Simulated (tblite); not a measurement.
Input of a run (GFN2-xTB geometry optimisation, gas phase (tblite 0.8.0)), started from a force field or distance geometry:
```
{"job": {"kind": "relax", "xc": "GFN2-xTB", "basis": "xTB"}, "charge": 1, "multiplicity": 2}
C      3.284600     0.241700     0.928700
C      1.872600    -0.206200     0.742300
C      0.627200    -0.417500     0.429300
C     -0.019600     0.512200    -0.568000
C     -1.331400    -0.039000    -1.066800
C     -2.302900    -0.235800     0.034400
F     -1.995600    -1.086500     1.066900
C     -3.452800     0.391600     0.080400
S     -4.883500     1.153500     0.107400
H      3.247600     1.199500     1.501300
H      3.792000    -0.535000     1.524000
H      3.712500     0.388700    -0.052900
H     -0.237100     1.459800    -0.000600
H      0.685800     0.708700    -1.393300
H     -1.232500    -0.997700    -1.590400
H     -1.774500     0.738400    -1.754000
```

Output (eV, eV/Å):
```
step      E/eV     max force
  0    -704.08278    6.377
  1    -704.47628    7.910
  2    -704.81383    3.064
  3    -704.90896    3.174
  4    -705.01714    0.912
  5    -705.08406    0.627
  6    -705.13326    0.698
  7    -705.20318    0.765
  8    -705.25189    0.712
  9    -705.29789    0.557
 10    -705.33920    0.587
 11    -705.38243    0.486
 12    -705.42515    0.492
 13    -705.46538    0.572
 14    -705.50268    0.722
 15    -705.54436    0.793
 16    -705.59376    0.766
 17    -705.64551    0.746
 18    -705.69712    0.787
 19    -705.74751    0.557
 20    -705.78344    0.393
 21    -705.81151    0.411
 22    -705.83648    0.376
 23    -705.85659    0.363
 24    -705.87397    0.361
 25    -705.89135    0.306
 26    -705.90166    0.336
 27    -705.91416    0.298
 28    -705.92183    0.199
 29    -705.92972    0.150
 30    -705.93535    0.197
 31    -705.94579    0.336
 32    -705.95763    0.368
 33    -705.97074    0.302
 34    -705.98323    0.249
 35    -705.99642    0.314
 36    -706.00994    0.276
 37    -706.02105    0.265
 38    -706.02700    0.152
 39    -706.02982    0.194
 40    -706.03151    0.148
 41    -706.03307    0.138
 42    -706.03493    0.091
 43    -706.03669    0.117
 44    -706.03857    0.118
 45    -706.04035    0.120
 46    -706.04182    0.128
 47    -706.04305    0.101
 48    -706.04419    0.088
 49    -706.04521    0.088
 50    -706.04617    0.090
 51    -706.04717    0.103
 52    -706.04828    0.096
 53    -706.04958    0.085
 54    -706.05087    0.088
 55    -706.05186    0.070
 56    -706.05263    0.075
 57    -706.05343    0.065
 58    -706.05428    0.058
 59    -706.05507    0.064
 60    -706.05577    0.064
 61    -706.05651    0.066
 62    -706.05750    0.068
 63    -706.05917    0.112
 64    -706.06185    0.148
 65    -706.06530    0.174
 66    -706.06939    0.185
 67    -706.07385    0.190
 68    -706.07720    0.208
 69    -706.08000    0.185
 70    -706.08386    0.166
 71    -706.08739    0.173
 72    -706.08876    0.081
 73    -706.08954    0.069
 74    -706.09005    0.081
 75    -706.09039    0.062
 76    -706.09080    0.125
 77    -706.09131    0.105
 78    -706.09214    0.056
 79    -706.09243    0.048
 80    -706.09290    0.062
 81    -706.09341    0.074
 82    -706.09388    0.068
 83    -706.09432    0.052
 84    -706.09469    0.051
 85    -706.09502    0.055
 86    -706.09537    0.062
 87    -706.09575    0.047
 88    -706.09610    0.038
 89    -706.09629    0.024
 90    -706.09635    0.020
 91    -706.09639    0.022
 92    -706.09646    0.021
 93    -706.09654    0.021
 94    -706.09661    0.025
 95    -706.09667    0.023
 96    -706.09673    0.025
 97    -706.09684    0.024
 98    -706.09703    0.034
 99    -706.09727    0.039
100    -706.09751    0.038
101    -706.09773    0.039
102    -706.09801    0.049
103    -706.09845    0.056
104    -706.09909    0.074
105    -706.09977    0.065
106    -706.10029    0.047
107    -706.10061    0.043
108    -706.10093    0.057
109    -706.10131    0.079
110    -706.10173    0.059
111    -706.10194    0.044
112    -706.10205    0.031
113    -706.10215    0.024
114    -706.10224    0.052
115    -706.10230    0.021
116    -706.10234    0.014
117    -706.10236    0.010
118    -706.10238    0.009
```

Problem. Summarise the run.

Solution. The energy falls by 46.6 kcal/mol over 118 L-BFGS steps, the largest force on an atom goes from 6.38 to 0.009 eV/Å, and the atoms move by 0.825 Å rms after alignment. The bond that changes most is C2=C3 (both ends carbon bonded to 2 C), which shortens by 0.089 Å. Bonds longer at the end by more than 0.005 Å: 3 of 15; shorter: 10. Among the angles that change most is C2–C3–C4, from 118.0° to 178.0°. Among the dihedrals that turn most is H15–C5–C6–C8, from -116° to -136°. The energy never rose by more than 1e-5 eV on the way. The first step brought 19 % of the lowering.

Problem. What are the final bond lengths?

Solution. C1–C2 1.425 Å, C2=C3 1.212 Å, C3–C4 1.434 Å, C4–C5 1.563 Å, C5–C6 1.482 Å, C6–F7 1.333 Å, C6=C8 1.332 Å, C8=S9 1.539 Å, C1–H10 1.089 Å, C1–H11 1.092 Å, C1–H12 1.092 Å, C4–H13 1.093 Å, C4–H14 1.094 Å, C5–H15 1.093 Å, C5–H16 1.089 Å. Numbering counts from 1 in the input's order; the species is `C(CC(=C=S)F)[C]=[C+]C` [radical].

The run took 0.7 s of wall time on one thread, Arm Neoverse V2 (aarch64), shared host with 96 logical CPUs at a one-minute load of 28.

Its lowest GFN2-xTB frequency is 17i cm⁻¹, too small to tell a flat minimum from a shallow saddle. 3 starts were optimised and ended at 0.00, 1.02 and 1.48 kcal/mol (GFN2-xTB); the lowest of these is shown.

One conformer stands for the species.

The numbers are calculated, not measured.
